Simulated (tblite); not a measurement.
Species: C₄H₁₂GeOSi.
Numbering: `[CH2:1]=[C:2]([CH2:3][CH2:4][GeH3:5])[O:6][SiH3:7]` (hydrogens: H8, H9 on C1; H10, H11 on C3; H12, H13 on C4; H14, H15, H16 on Ge5; H17, H18, H19 on Si7)

Computed with GFN2-xTB (tblite), gas phase: L-BFGS steps from a force-field or distance-geometry start until the largest atomic force falls under 0.01 eV/Å.

At the end of the run (lengths in Å): O6–Si7 1.637, Ge5–H15 1.491, Ge5–H14 1.509, C4–Ge5 1.979, Ge5–H16 1.493, C3–H10 1.092, C2–O6 1.356, C3–C2–O6 111.9°, C2–O6–Si7 129.8°, C1–C2–C3 123.9°, C2–C3–C4 111.3°, C1–C2–C3–C4 -122°, C2–C3–C4–Ge5 -61°, C1–C2–O6–Si7 -12°, H14–Ge5–C4–C3 -153°, H12–C4–Ge5–H14 84°.

Question: These geometries were met on the way; a selection of coordinates is given. Order them by energy above the end point, lowest first.
A. O6–Si7 1.732, Ge5–H15 1.569, Ge5–H14 1.569, C4–Ge5 1.926, Ge5–H16 1.532, C3–H10 1.130, C2–O6 1.392, C3–C2–O6 122.8°, C2–O6–Si7 119.8°, C1–C2–C3 117.3°, C2–C3–C4 113.9°, C1–C2–C3–C4 -119°, C2–C3–C4–Ge5 -62°, C1–C2–O6–Si7 -25°, H14–Ge5–C4–C3 -117°, H12–C4–Ge5–H14 123°
B. O6–Si7 1.644, Ge5–H15 1.510, Ge5–H14 1.515, C4–Ge5 1.988, Ge5–H16 1.488, C3–H10 1.084, C2–O6 1.361, C3–C2–O6 115.4°, C2–O6–Si7 121.6°, C1–C2–C3 121.1°, C2–C3–C4 116.3°, C1–C2–C3–C4 -113°, C2–C3–C4–Ge5 -65°, C1–C2–O6–Si7 -14°, H14–Ge5–C4–C3 -113°, H12–C4–Ge5–H14 122°
C. O6–Si7 1.647, Ge5–H15 1.474, Ge5–H14 1.486, C4–Ge5 1.988, Ge5–H16 1.473, C3–H10 1.100, C2–O6 1.365, C3–C2–O6 122.5°, C2–O6–Si7 122.0°, C1–C2–C3 117.3°, C2–C3–C4 114.8°, C1–C2–C3–C4 -119°, C2–C3–C4–Ge5 -60°, C1–C2–O6–Si7 -21°, H14–Ge5–C4–C3 -116°, H12–C4–Ge5–H14 123°
D. O6–Si7 1.632, Ge5–H15 1.495, Ge5–H14 1.505, C4–Ge5 1.990, Ge5–H16 1.486, C3–H10 1.090, C2–O6 1.355, C3–C2–O6 111.8°, C2–O6–Si7 127.1°, C1–C2–C3 124.5°, C2–C3–C4 113.8°, C1–C2–C3–C4 -110°, C2–C3–C4–Ge5 -71°, C1–C2–O6–Si7 -18°, H14–Ge5–C4–C3 -113°, H12–C4–Ge5–H14 121°
E. O6–Si7 1.637, Ge5–H15 1.503, Ge5–H14 1.514, C4–Ge5 1.990, Ge5–H16 1.491, C3–H10 1.092, C2–O6 1.363, C3–C2–O6 111.6°, C2–O6–Si7 129.3°, C1–C2–C3 125.5°, C2–C3–C4 109.0°, C1–C2–C3–C4 -108°, C2–C3–C4–Ge5 -67°, C1–C2–O6–Si7 -17°, H14–Ge5–C4–C3 -127°, H12–C4–Ge5–H14 111°

Answer: E (0.122 eV), D (0.206 eV), B (0.340 eV), C (0.579 eV), A (0.979 eV).

| step | E above end (eV) | rms distance from the end, all atoms (Å) | largest force (eV/Å) | rms shift of all bonds from the end (Å) |
| --- | --- | --- | --- | --- |
| 60 | 0.122 | 0.246 | 0.263 | 0.005 |
| 20 | 0.206 | 0.512 | 0.242 | 0.004 |
| 10 | 0.340 | 0.547 | 0.427 | 0.008 |
| 4 | 0.579 | 0.585 | 0.606 | 0.011 |
| 0 | 0.979 | 0.604 | 1.833 | 0.041 |

Rows stand in the order of the answer.
